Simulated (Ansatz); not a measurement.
`CCOC(=O)C(F)(F)F` → 4 C• + 3 F• + 5 H• + 2 O•  (atomization)

Gas-phase electronic energies from Ansatz, PBE0-D4/def2-TZVP geometries. CCSD(T)/CBS is the MP2 limit (def2-TZVPP, def2-QZVPP) plus CCSD(T) − MP2 in def2-TZVPP, frozen cores. This one scheme is used for every species, atoms too. For atomizations the MP2-based limit and the directly extrapolated one differ by several kJ/mol either way, and by 10 to 25 for some Ge, Se and Sn compounds, so smaller differences from it don't rank the levels. Functionals use def2-TZVPP. B3LYP here is the variant with VWN-RPA as its local correlation; programs differ in this. HSE06 is defined as in plane-wave codes. Open shells (•) are unrestricted, without spin–orbit coupling. Spin–orbit coupling would lower the free atoms: a little for C, F, O. One conformer a species, not always the lowest.

`CCOC(=O)C(F)(F)F`:

Cartesian coordinates in Å:
```
C -1.364 0.147 1.568
C 0.045 0.602 1.284
O 0.644 -0.191 0.239
C 0.384 0.178 -1.000
O -0.277 1.104 -1.362
C 1.080 -0.792 -1.981
F 0.850 -0.429 -3.231
F 0.624 -2.034 -1.809
F 2.398 -0.800 -1.778
H -2.010 0.313 0.706
H -1.385 -0.913 1.830
H -1.766 0.716 2.410
H 0.700 0.450 2.141
H 0.076 1.650 0.984
```

| level | ΔE (kcal/mol) | difference from CCSD(T)/CBS |
| --- | --- | --- |
| LDA (SPW92) | 1693.1 | 277.9 |
| PBE-D4 | 1477.3 | 62.1 |
| BLYP-D4 | 1424.9 | 9.7 |
| r2SCAN-D4 | 1428.6 | 13.4 |
| B97M-V | 1418.7 | 3.5 |
| PBE0-D4 | 1428.2 | 13.0 |
| B3LYP-D4 | 1411.8 | -3.4 |
| r2SCANh-D4 | 1412.3 | -2.9 |
| r2SCAN0-D4 | 1388.9 | -26.3 |
| HSE06-D4 | 1429.7 | 14.5 |
| BHLYP-D4 | 1345.0 | -70.2 |
| CAM-B3LYP-D4 | 1426.2 | 11.0 |
| ωB97X-V | 1422.5 | 7.3 |
| ωB97M-V | 1423.4 | 8.2 |
| B2PLYP | 1402.1 | -13.1 |
| PBE-QIDH | 1410.5 | -4.7 |
| PBE | 1470.6 | 55.4 |
| revPBE | 1403.6 | -11.6 |
| BLYP | 1410.0 | -5.2 |
| r2SCAN | 1426.8 | 11.6 |
| PBE0 | 1422.5 | 7.3 |
| r2SCANh | 1410.4 | -4.8 |
| r2SCAN0 | 1386.8 | -28.4 |
| HSE06 | 1424.5 | 9.3 |
| BHLYP | 1337.8 | -77.4 |
| CAM-B3LYP | 1420.6 | 5.4 |
| HF/def2-SVP | 1003.2 | -412.0 |
| MP2/def2-SVP | 1396.7 | -18.5 |
| CCSD/def2-SVP | 1335.3 | -79.9 |
| CCSD(T)/def2-SVP | 1354.7 | -60.5 |
| HF/def2-TZVPP | 981.1 | -434.1 |
| SCS-MP2/def2-TZVPP | 1401.1 | -14.1 |
| CCSD/def2-TZVPP | 1348.5 | -66.7 |
| CCSD(T)/def2-TZVPP | 1377.7 | -37.5 |
| HF/def2-QZVPP | 982.8 | -432.4 |
| MP2/def2-QZVPP | 1450.3 | 35.1 |
| SCS-MP2/def2-QZVPP | 1425.4 | 10.2 |
| HF/CBS(def2) | 983.1 | -432.1 |
| MP2/CBS(def2) | 1465.7 | 50.5 |
| CCSD/CBS(def2) | 1386.0 | -29.2 |
| CCSD(T)/CBS | 1415.2 | 0 |

Q: What do rigid-rotor, harmonic-oscillator terms from PBE0-D4/def2-TZVP frequencies (298.15 K, 1 bar) make of the CCSD(T)/CBS value? (An estimate is asked.)

A: Ansatz gave: ΔZPE = -60.3 kcal/mol, ΔH = +1369.4 kcal/mol, ΔS = 1609 J/(mol·K), ΔG = +1254.8 kcal/mol. Open shells count their whole term as degenerate. Modes under 50 cm⁻¹ make the entropy rough.

Largest T1 diagnostic among the species: 0.014.

The D4 term adds +10.6 kcal/mol with B3LYP and +5.6 kcal/mol with PBE0; it sums over pairs of atoms, weighted by their polarisabilities, and B3LYP, whose exchange is more repulsive, gets the larger term. Leaving LDA and LC-ωPBE aside and taking each functional with its dispersion term where it has one, the values spread over 132.3 kcal/mol, from BHLYP-D4 to PBE-D4. LDA lies +222.6 kcal/mol from PBE without D4, its usual overbinding.
